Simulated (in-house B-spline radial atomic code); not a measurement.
A run on Mo⁻ that did not converge. Method: scalar-relativistic (X2C) r2SCAN0, spin-polarised, spherical fractional occupations, exact exchange averaged over the configuration, Fermi nucleus of rms radius 4.4091 fm; computed with a B-spline radial code for spherical atoms.

Command:
```bash
python run_scf.py task.json out
```
Settings (nuclear radius in fm, mass in u):
```
Z                42
configuration    [Kr] 4d5 5s2
hamiltonian      x2c
method           r2scan0
spin_polarised   True
nucleus          fermi
rms_radius       4.4091
atomic_mass      97.9054
speed_of_light   137.035999084
exact_exchange   averaged over the configuration
```

First and last ten iterations of the last attempt (damped for 15 steps, keeping 80 % of the old Fock matrix, then DIIS):
```
 iter        energy (Eh)    residual
    1       -4048.396194    8.88e-02
    2       -4038.467974    1.17e-01
    3       -4048.128243    5.69e-02
    4       -4048.280243    3.59e-02
    5       -4048.350836    2.37e-02
    6       -4048.382703    1.69e-02
    7       -4048.397004    1.21e-02
    8       -4048.403641    8.83e-03
    9       -4048.406979    6.84e-03
   10       -4048.408858    5.47e-03
  111       -4037.916510    1.18e-01
  112       -4037.976906    1.18e-01
  113       -4038.029094    1.18e-01
  114       -4038.060884    1.18e-01
  115       -4037.513319    1.18e-01
  116       -4037.271033    1.17e-01
  117       -4038.209988    1.16e-01
  118       -4038.889811    1.17e-01
  119       -4038.871486    1.17e-01
  120       -4035.945299    1.14e-01
 not converged after 120 iterations
```

The smallest residual met was 7.9e-04; the threshold is about 4e-07. No energy from this run should be used. Run time, properties included: 8.4 s on 1 thread of Arm Neoverse N1, with other jobs on the host.
